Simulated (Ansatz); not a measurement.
Reaction (ligand exchange at the Si–C bond): `N[CH]([SiH3])[ZnH]` + `[CH3][AlH][OH]` → `[CH3][AlH][O][SiH3]` + `N[CH2][ZnH]`

Gas-phase electronic energies from Ansatz, PBE0-D4/def2-TZVP geometries. CBS: MP2 limit from def2 TZ/QZ plus the TZ coupled-cluster correction, frozen cores. DFT in def2-TZVPP. B3LYP here is the variant with VWN-RPA as its local correlation; programs differ in this. For Zn outer-core shells are correlated without core-valence functions, which leaves a few kJ/mol of doubt a bond. Scalar relativity is left out up to krypton. Each species was taken in one conformer, which may not be the lowest.

Is it downhill or uphill in electronic energy at CCSD(T)/CBS, and by how much? (Best estimate.)

The calculation gave: Downhill: ΔE = -1.17 eV.

What do these levels give: r2SCAN-D4, PBE0-D4, B3LYP-D4, ωB97X-V, B2PLYP, PBE, PBE0, CCSD/def2-TZVPP, CCSD(T)/def2-TZVPP, MP2/def2-QZVPP, SCS-MP2/def2-QZVPP, MP2/CBS(def2)? (Best estimate.)

The calculation gave: r2SCAN-D4 -1.12, PBE0-D4 -1.07, B3LYP-D4 -1.18, ωB97X-V -1.19, B2PLYP -1.23, PBE -0.99, PBE0 -1.10, CCSD/def2-TZVPP -1.25, CCSD(T)/def2-TZVPP -1.18, MP2/def2-QZVPP -1.19, SCS-MP2/def2-QZVPP -1.26, MP2/CBS(def2) -1.18 eV.

Largest T1 diagnostic among the species: 0.014.

In def2-TZVPP, CCSD(T) changes the Hartree–Fock value by +0.35 eV (the triples alone add +0.06 eV) and MP2 by +0.35 eV. The D4 term adds +0.05 eV with B3LYP and +0.03 eV with PBE0; it sums over pairs of atoms, weighted by their polarisabilities, and B3LYP, whose exchange is more repulsive, gets the larger term.
